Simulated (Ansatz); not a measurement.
A first, cheap relaxation of GaH5OSSi.

```yaml
crystal:
  periodic: [false, false, false]
  atoms:
    - {symbol: O, position_ang: [-1.535600, -0.487600, 1.491100]}
    - {symbol: Ga, position_ang: [-1.596900, -0.107800, -0.694100]}
    - {symbol: Si, position_ang: [0.432200, 0.758400, -0.492000]}
    - {symbol: S, position_ang: [2.007900, -0.548100, 0.366000]}
    - {symbol: H, position_ang: [-1.023800, -0.984200, 2.080900]}
    - {symbol: H, position_ang: [-1.238000, -0.337900, -0.713900]}
    - {symbol: H, position_ang: [0.330100, 1.936400, 0.391700]}
    - {symbol: H, position_ang: [0.942600, 1.202200, -1.821200]}
    - {symbol: H, position_ang: [1.770100, -1.477900, -0.625500]}
basis:
  gaussian: {orbitals: def2-SVP}
hamiltonian: {xc: pbe, dispersion: d4}
relax: {f_tol: 0.03, max_steps: 200}
```

```sh
$ ansatz run in.yaml --threads 4 --pin off --events-out ev --progress --plain --max-ram 10444MiB
```

Output, abridged:

```
Functional definition: PBE
mean field -73070.21909137 eV, -2685.2810228343 hartree, gradient 3.1e-5 eV, S^2 0.000000; 2 other end points of the search recorded, 0 dependent functions left out
relax step   1: F+E_penalty+E_count = -73070.47149387 eV  Δ(F+E_penalty+E_count) = +0.000e0 eV  max|allowed force component| = 6.043e2 eV/Å  Δτ_max = 0.0000 Å  (60 SCF iters, accepted)
mean field -73167.84332174 eV, -2688.8686471283 hartree, gradient 1.1e-5 eV, S^2 0.000000; 0 other end points of the search recorded, 0 dependent functions left out
relax step   2: F+E_penalty+E_count = -73168.08779868 eV  Δ(F+E_penalty+E_count) = -9.762e1 eV  max|allowed force component| = 6.335e1 eV/Å  Δτ_max = 0.1950 Å  (43 SCF iters, accepted)
mean field -73174.82820665 eV, -2689.1253369144 hartree, gradient 1.4e-5 eV, S^2 0.000000; 0 other end points of the search recorded, 0 dependent functions left out
relax step   3: F+E_penalty+E_count = -73175.06884442 eV  Δ(F+E_penalty+E_count) = -6.981e0 eV  max|allowed force component| = 4.577e1 eV/Å  Δτ_max = 0.1949 Å  (37 SCF iters, accepted)
mean field -73179.38287894 eV, -2689.2927180337 hartree, gradient 2.1e-5 eV, S^2 0.000000; 0 other end points of the search recorded, 0 dependent functions left out
relax step   4: F+E_penalty+E_count = -73179.61958354 eV  Δ(F+E_penalty+E_count) = -4.551e0 eV  max|allowed force component| = 3.083e1 eV/Å  Δτ_max = 0.1948 Å  (35 SCF iters, accepted)
mean field -73181.66356998 eV, -2689.3765318835 hartree, gradient 1.4e-5 eV, S^2 0.000000; 0 other end points of the search recorded, 0 dependent functions left out
relax step   5: F+E_penalty+E_count = -73181.89841510 eV  Δ(F+E_penalty+E_count) = -2.279e0 eV  max|allowed force component| = 2.142e1 eV/Å  Δτ_max = 0.1912 Å  (35 SCF iters, accepted)
mean field -73182.76702828 eV, -2689.4170832281 hartree, gradient 1.2e-5 eV, S^2 0.000000; 0 other end points of the search recorded, 0 dependent functions left out
relax step   6: F+E_penalty+E_count = -73183.00128296 eV  Δ(F+E_penalty+E_count) = -1.103e0 eV  max|allowed force component| = 1.678e1 eV/Å  Δτ_max = 0.0875 Å  (30 SCF iters, accepted)
mean field -73185.07838304 eV, -2689.5020239488 hartree, gradient 1.1e-5 eV, S^2 0.000000; 0 other end points of the search recorded, 0 dependent functions left out
relax step   7: F+E_penalty+E_count = -73185.31100809 eV  Δ(F+E_penalty+E_count) = -2.310e0 eV  max|allowed force component| = 7.115e0 eV/Å  Δτ_max = 0.1956 Å  (35 SCF iters, accepted)
mean field -73186.19399908 eV, -2689.5430220821 hartree, gradient 1.0e-5 eV, S^2 0.000000; 0 other end points of the search recorded, 0 dependent functions left out
relax step   8: F+E_penalty+E_count = -73186.42213027 eV  Δ(F+E_penalty+E_count) = -1.111e0 eV  max|allowed force component| = 3.113e0 eV/Å  Δτ_max = 0.1989 Å  (34 SCF iters, accepted)
mean field -73185.89243485 eV, -2689.5319398013 hartree, gradient 1.0e-5 eV, S^2 0.000000; 0 other end points of the search recorded, 0 dependent functions left out
relax step   9: F+E_penalty+E_count = -73186.12100267 eV  Δ(F+E_penalty+E_count) = +3.011e-1 eV  max|allowed force component| = 4.734e0 eV/Å  Δτ_max = 0.1915 Å  (34 SCF iters, rejected (line search))
mean field -73186.54953026 eV, -2689.5560876121 hartree, gradient 1.3e-5 eV, S^2 0.000000; 0 other end points of the search recorded, 0 dependent functions left out
relax step  10: F+E_penalty+E_count = -73186.77641972 eV  Δ(F+E_penalty+E_count) = -3.543e-1 eV  max|allowed force component| = 2.524e0 eV/Å  Δτ_max = 0.0934 Å  (30 SCF iters, accepted)
mean field -73186.89723100 eV, -2689.5688653787 hartree, gradient 1.7e-5 eV, S^2 0.000000; 0 other end points of the search recorded, 0 dependent functions left out
relax step  11: F+E_penalty+E_count = -73187.12345223 eV  Δ(F+E_penalty+E_count) = -3.470e-1 eV  max|allowed force component| = 1.777e0 eV/Å  Δτ_max = 0.0971 Å  (30 SCF iters, accepted)
mean field -73187.21650196 eV, -2689.5805983698 hartree, gradient 2.6e-5 eV, S^2 0.000000; 0 other end points of the search recorded, 0 dependent functions left out
relax step  12: F+E_penalty+E_count = -73187.45855046 eV  Δ(F+E_penalty+E_count) = -3.351e-1 eV  max|allowed force component| = 6.218e-1 eV/Å  Δτ_max = 0.1438 Å  (29 SCF iters, accepted)
mean field -73187.35915723 eV, -2689.5858408546 hartree, gradient 9.2e-6 eV, S^2 0.000000; 0 other end points of the search recorded, 0 dependent functions left out
relax step  13: F+E_penalty+E_count = -73187.60176881 eV  Δ(F+E_penalty+E_count) = -1.432e-1 eV  max|allowed force component| = 3.221e-1 eV/Å  Δτ_max = 0.1977 Å  (34 SCF iters, accepted)
mean field -73187.43361934 eV, -2689.5885772864 hartree, gradient 1.2e-5 eV, S^2 0.000000; 0 other end points of the search recorded, 0 dependent functions left out
relax step  14: F+E_penalty+E_count = -73187.67188645 eV  Δ(F+E_penalty+E_count) = -7.012e-2 eV  max|allowed force component| = 3.481e-1 eV/Å  Δτ_max = 0.1929 Å  (29 SCF iters, accepted)
mean field -73187.44096583 eV, -2689.5888472651 hartree, gradient 1.5e-5 eV, S^2 0.000000; 0 other end points of the search recorded, 0 dependent functions left out
relax step  15: F+E_penalty+E_count = -73187.67977067 eV  Δ(F+E_penalty+E_count) = -7.884e-3 eV  max|allowed force component| = 2.985e-1 eV/Å  Δτ_max = 0.0349 Å  (29 SCF iters, accepted)
mean field -73187.39964682 eV, -2689.5873288194 hartree, gradient 1.3e-5 eV, S^2 0.000000; 0 other end points of the search recorded, 0 dependent functions left out
relax step  16: F+E_penalty+E_count = -73187.64062570 eV  Δ(F+E_penalty+E_count) = +3.914e-2 eV  max|allowed force component| = 1.700e0 eV/Å  Δτ_max = 0.1995 Å  (34 SCF iters, rejected (line search))
mean field -73187.45980689 eV, -2689.5895396613 hartree, gradient 2.6e-5 eV, S^2 0.000000; 0 other end points of the search recorded, 0 dependent functions left out
relax step  17: F+E_penalty+E_count = -73187.70185143 eV  Δ(F+E_penalty+E_count) = -2.208e-2 eV  max|allowed force component| = 1.593e-1 eV/Å  Δτ_max = 0.0997 Å  (29 SCF iters, accepted)
[...]
relax step  38: F+E_penalty+E_count = -73187.73636600 eV  Δ(F+E_penalty+E_count) = -1.957e-3 eV  max|allowed force component| = 9.021e-2 eV/Å  Δτ_max = 0.0831 Å  (28 SCF iters, accepted)
mean field -73187.52568648 eV, -2689.5919606916 hartree, gradient 1.8e-5 eV, S^2 0.000000; 0 other end points of the search recorded, 0 dependent functions left out
relax step  39: F+E_penalty+E_count = -73187.73726859 eV  Δ(F+E_penalty+E_count) = -9.026e-4 eV  max|allowed force component| = 1.289e-1 eV/Å  Δτ_max = 0.0625 Å  (29 SCF iters, accepted)
mean field -73187.52905720 eV, -2689.5920845631 hartree, gradient 6.6e-6 eV, S^2 0.000000; 0 other end points of the search recorded, 0 dependent functions left out
relax step  40: F+E_penalty+E_count = -73187.73957765 eV  Δ(F+E_penalty+E_count) = -2.309e-3 eV  max|allowed force component| = 2.860e-2 eV/Å  Δτ_max = 0.1139 Å  (29 SCF iters, accepted)
mean field -73187.52123488 eV, -2689.5917970982 hartree, gradient 1.3e-5 eV, S^2 0.000000; 0 other end points of the search recorded, 0 dependent functions left out
relax step  41: F+E_penalty+E_count = -73187.72920600 eV  Δ(F+E_penalty+E_count) = +1.037e-2 eV  max|allowed force component| = 5.886e-1 eV/Å  Δτ_max = 0.1959 Å  (33 SCF iters, rejected (line search))
mean field -73187.53050865 eV, -2689.5921379029 hartree, gradient 1.6e-5 eV, S^2 0.000000; 0 other end points of the search recorded, 0 dependent functions left out
relax step  42: F+E_penalty+E_count = -73187.73971058 eV  Δ(F+E_penalty+E_count) = -1.329e-4 eV  max|allowed force component| = 1.906e-1 eV/Å  Δτ_max = 0.0955 Å  (28 SCF iters, accepted)
mean field -73187.53168598 eV, -2689.5921811691 hartree, gradient 1.1e-5 eV, S^2 0.000000; 0 other end points of the search recorded, 0 dependent functions left out
relax step  43: F+E_penalty+E_count = -73187.74081926 eV  Δ(F+E_penalty+E_count) = -1.109e-3 eV  max|allowed force component| = 8.434e-2 eV/Å  Δτ_max = 0.0194 Å  (28 SCF iters, accepted)
mean field -73187.53181527 eV, -2689.5921859205 hartree, gradient 1.0e-5 eV, S^2 0.000000; 0 other end points of the search recorded, 0 dependent functions left out
relax step  44: F+E_penalty+E_count = -73187.74088586 eV  Δ(F+E_penalty+E_count) = -6.660e-5 eV  max|allowed force component| = 6.592e-2 eV/Å  Δτ_max = 0.0206 Å  (28 SCF iters, accepted)
mean field -73187.53212404 eV, -2689.5921972676 hartree, gradient 1.6e-5 eV, S^2 0.000000; 0 other end points of the search recorded, 0 dependent functions left out
relax step  45: F+E_penalty+E_count = -73187.74122988 eV  Δ(F+E_penalty+E_count) = -3.440e-4 eV  max|allowed force component| = 1.613e-2 eV/Å  Δτ_max = 0.0342 Å  (29 SCF iters, accepted)
mean field -73187.53259498 eV, -2689.5922145742 hartree, gradient 1.7e-5 eV, S^2 0.000000; 0 other end points of the search recorded, 0 dependent functions left out
relax step  46: F+E_penalty+E_count = -73187.74144798 eV  Δ(F+E_penalty+E_count) = -2.181e-4 eV  max|allowed force component| = 1.266e-1 eV/Å  Δτ_max = 0.0568 Å  (29 SCF iters, accepted)
mean field -73187.53292059 eV, -2689.5922265402 hartree, gradient 1.4e-5 eV, S^2 0.000000; 0 other end points of the search recorded, 0 dependent functions left out
relax step  47: F+E_penalty+E_count = -73187.74200380 eV  Δ(F+E_penalty+E_count) = -5.558e-4 eV  max|allowed force component| = 6.135e-2 eV/Å  Δτ_max = 0.0168 Å  (28 SCF iters, accepted)
mean field -73187.53362445 eV, -2689.5922524063 hartree, gradient 2.1e-5 eV, S^2 0.000000; 0 other end points of the search recorded, 0 dependent functions left out
relax step  48: F+E_penalty+E_count = -73187.74265176 eV  Δ(F+E_penalty+E_count) = -6.480e-4 eV  max|allowed force component| = 3.027e-2 eV/Å  Δτ_max = 0.0559 Å  (29 SCF iters, accepted)
mean field -73187.53384008 eV, -2689.5922603306 hartree, gradient 1.3e-5 eV, S^2 0.000000; 0 other end points of the search recorded, 0 dependent functions left out
relax step  49: F+E_penalty+E_count = -73187.74291365 eV  Δ(F+E_penalty+E_count) = -2.619e-4 eV  max|allowed force component| = 2.403e-2 eV/Å  Δτ_max = 0.0240 Å  (29 SCF iters, accepted)
mean field -73187.53398924 eV, -2689.5922658124 hartree, gradient 1.6e-5 eV, S^2 0.000000; 0 other end points of the search recorded, 0 dependent functions left out
relax step  50: F+E_penalty+E_count = -73187.74311059 eV  Δ(F+E_penalty+E_count) = -1.969e-4 eV  max|allowed force component| = 8.664e-2 eV/Å  Δτ_max = 0.0394 Å  (29 SCF iters, accepted)
mean field -73187.53417281 eV, -2689.5922725584 hartree, gradient 1.2e-5 eV, S^2 0.000000; 0 other end points of the search recorded, 0 dependent functions left out
relax step  51: F+E_penalty+E_count = -73187.74333793 eV  Δ(F+E_penalty+E_count) = -2.273e-4 eV  max|allowed force component| = 6.796e-2 eV/Å  Δτ_max = 0.0191 Å  (28 SCF iters, accepted)
mean field -73187.53411079 eV, -2689.5922702792 hartree, gradient 2.0e-5 eV, S^2 0.000000; 0 other end points of the search recorded, 0 dependent functions left out
relax step  52: F+E_penalty+E_count = -73187.74378058 eV  Δ(F+E_penalty+E_count) = -4.427e-4 eV  max|allowed force component| = 4.107e-2 eV/Å  Δτ_max = 0.0588 Å  (28 SCF iters, accepted)
mean field -73187.53351296 eV, -2689.5922483094 hartree, gradient 1.0e-5 eV, S^2 0.000000; 0 other end points of the search recorded, 0 dependent functions left out
relax step  53: F+E_penalty+E_count = -73187.74352885 eV  Δ(F+E_penalty+E_count) = +2.517e-4 eV  max|allowed force component| = 1.256e-1 eV/Å  Δτ_max = 0.0734 Å  (29 SCF iters, rejected (line search))
mean field -73187.53411585 eV, -2689.5922704650 hartree, gradient 1.5e-5 eV, S^2 0.000000; 0 other end points of the search recorded, 0 dependent functions left out
relax step  54: F+E_penalty+E_count = -73187.74403743 eV  Δ(F+E_penalty+E_count) = -2.569e-4 eV  max|allowed force component| = 3.632e-2 eV/Å  Δτ_max = 0.0359 Å  (28 SCF iters, accepted)
mean field -73187.53356266 eV, -2689.5922501359 hartree, gradient 1.2e-5 eV, S^2 0.000000; 0 other end points of the search recorded, 0 dependent functions left out
relax step  55: F+E_penalty+E_count = -73187.74388027 eV  Δ(F+E_penalty+E_count) = +1.572e-4 eV  max|allowed force component| = 9.719e-2 eV/Å  Δτ_max = 0.0796 Å  (28 SCF iters, rejected (line search))
mean field -73187.53355482 eV, -2689.5922498477 hartree, gradient 1.2e-5 eV, S^2 0.000000; 0 other end points of the search recorded, 0 dependent functions left out
relax step  56: F+E_penalty+E_count = -73187.74416741 eV  Δ(F+E_penalty+E_count) = -1.300e-4 eV  max|allowed force component| = 1.836e-2 eV/Å  Δτ_max = 0.0218 Å  (28 SCF iters, accepted)
mean field -73187.53355482 eV, -2689.5922498477 hartree, gradient 1.1e-5 eV, S^2 0.000000; 1 other end points of the search recorded, 0 dependent functions left out
Total energy: -73187.74420756 eV, -2689.5999911930 hartree
Atom 0 at    -1.685664    -0.589610     0.752858 Å, force    -0.018360    -0.004870     0.010960 eV/Å
Atom 1 at    -3.248814    -0.770519     1.671539 Å, force     0.014052     0.003096    -0.006113 eV/Å
Atom 2 at     0.733792     0.872720    -0.665661 Å, force    -0.002884     0.007914     0.002193 eV/Å
Atom 3 at     1.537938    -0.736174     0.576538 Å, force     0.008795    -0.006781    -0.014053 eV/Å
Atom 4 at    -0.805991    -1.005842     0.893123 Å, force    -0.004291    -0.000544    -0.002779 eV/Å
Atom 5 at    -0.305297     0.364992    -1.617406 Å, force     0.002061     0.000000    -0.000858 eV/Å
Atom 6 at     0.190394     1.875264     0.302828 Å, force    -0.000509     0.000005    -0.002842 eV/Å
Atom 7 at     1.855432     1.497198    -1.452657 Å, force     0.000878    -0.001986     0.002141 eV/Å
Atom 8 at     1.816809    -1.554530    -0.478162 Å, force     0.000258     0.003164     0.011351 eV/Å
Dipole moment:     0.120129    -0.135610    -0.118446 e Å
```

Run time 63 s (4 threads of an Arm Neoverse V2 on a shared host); peak host memory 0.16 GiB.
